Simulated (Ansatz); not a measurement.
Geometry optimisation, RKS PBE0/def2-SVP in Ansatz.

input.yaml

```yaml
crystal:
  periodic: [false, false, false]
  atoms:
    - { symbol: Ge, position_ang: [-0.867645, -0.684161, -0.057145] }
    - { symbol: Br, position_ang: [2.791488, -1.281806, 0.072015] }
    - { symbol: H, position_ang: [-0.350984, -1.421342, -1.304955] }
    - { symbol: H, position_ang: [-0.475642, -1.4708, 1.207239] }
    - { symbol: H, position_ang: [-2.407838, -0.59512, -0.129531] }
    - { symbol: H, position_ang: [1.684462, -0.313133, 0.078673] }
    - { symbol: C, position_ang: [-0.181033, 1.151645, 0.021273] }
    - { symbol: H, position_ang: [-0.588508, 1.652814, 0.91319] }
    - { symbol: H, position_ang: [-0.518283, 1.704604, -0.868837] }
    - { symbol: H, position_ang: [0.913982, 1.2573, 0.067977] }
basis:
  gaussian: { orbitals: def2-SVP }
hamiltonian:
  xc: pbe0
relax:
  f_tol: 0.03
  max_steps: 50
output:
  orbitals: {}
```

Run as:

```bash
$ ansatz run input.yaml --threads 2 --pin off --max-ram 3072MiB --backend cpu --events-out ev --progress --plain --runs-dir out
```

Task: Where does it end, and by what steps?

Result: It converged. The force dipped under the threshold on the way, but the program's further checks kept it going. After 27 steps the energy has fallen by 0.189 eV; H6 moved furthest, 1.25 Å.

| step | energy less start (eV) | largest force component (eV/Å) | accepted |
| --- | --- | --- | --- |
| 0 | 0.0000 | 0.948 | yes |
| 1 | -0.0841 | 0.251 | yes |
| 2 | -0.1136 | 0.119 | yes |
| 3 | -0.1242 | 0.096 | yes |
| 4 | -0.1289 | 0.079 | yes |
| 5 | -0.1293 | 0.103 | yes |
| 6 | -0.1301 | 0.109 | yes |
| 7 | -0.1310 | 0.131 | yes |
| 8 | -0.1320 | 0.183 | yes |
| 9 | -0.1329 | 0.218 | yes |
| 10 | -0.1397 | 0.075 | yes |
| 11 | -0.1475 | 0.047 | yes |
| 12 | -0.1516 | 0.180 | yes |
| 13 | -0.1524 | 0.398 | yes |
| 14 | -0.1671 | 0.081 | yes |
| 15 | -0.1620 | 0.405 | no |
| 16 | -0.1711 | 0.073 | yes |
| 17 | -0.1746 | 0.059 | yes |
| 18 | -0.1800 | 0.022 | yes |
| 19 | -0.1225 | 1.125 | no |
| 20 | -0.1798 | 0.267 | no |
| 21 | -0.1813 | 0.032 | yes |
| 22 | -0.1829 | 0.154 | yes |
| 23 | -0.1845 | 0.105 | yes |
| 24 | -0.1864 | 0.079 | yes |
| 25 | -0.1872 | 0.165 | yes |
| 26 | -0.1881 | 0.087 | yes |
| 27 | -0.1887 | 0.008 | yes |

```xyz
10
Properties=species:S:1:pos:R:3
Ge -0.938 -0.581 -0.087
Br 3.249 -0.939 0.153
H -0.690 -1.278 -1.438
H -0.149 -1.356 0.997
H -2.434 -0.682 0.264
H 1.996 -1.355 0.692
C -0.346 1.276 -0.137
H -0.557 1.772 0.821
H -0.869 1.819 -0.937
H 0.736 1.324 -0.328
```

Whether the end is a true minimum wasn't checked by a vibrational analysis.

The run took 66 s on 2 threads of Intel(R) Xeon(R) Platinum 8488C (Sapphire Rapids), on a shared host, peak memory 0.3 GiB.
